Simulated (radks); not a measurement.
Results of a calculation; reference values are marked as such.
Ho31+, 36 electrons, occupied as [Kr] (the NIST ground configuration).

Code: a radial shooting solver on a logarithmic mesh with Libxc functionals. Model: scalar-relativistic Kohn-Sham, revPBE, spin-polarised, spherical densities, point nucleus.

Energy parts (hartree):
| part | energy |
|---|---|
| total | -12114.1297 |
| kinetic | 13145.9972 |
| electron-nucleus | -28034.5005 |
| Hartree | 3000.1070 |
| exchange-correlation | -225.7334 |

Orbitals (lengths in bohr, moments of r in powers of bohr; r(max) is where P^2 peaks):
| orbital | occ. | eigenvalue (hartree) | <r> | r(max) |
|---|---|---|---|---|
| 1s | 2 | -2082.901 | 0.02074 | 0.01311 |
| 2s | 2 | -384.4409 | 0.08802 | 0.07459 |
| 2p | 6 | -345.5167 | 0.07801 | 0.06060 |
| 3s | 2 | -117.9608 | 0.2276 | 0.2102 |
| 3p | 6 | -106.0521 | 0.2260 | 0.2064 |
| 3d | 10 | -91.25393 | 0.2043 | 0.1680 |
| 4s | 2 | -52.01257 | 0.4696 | 0.4581 |
| 4p | 6 | -47.63145 | 0.4828 | 0.4704 |

The highest occupied level is 4p at -1296.1 eV. The density falls to 0.001 e/bohr^3 at r = 1.20 bohr. For comparison, the ionisation energy in NIST's Atomic Spectra Database is 1300 eV (theoretical). In exact Kohn-Sham theory the highest level is minus the ionisation energy, but local and semilocal functionals leave it too shallow, through self-interaction and a potential that decays too fast; potentials with the right tail come closer.
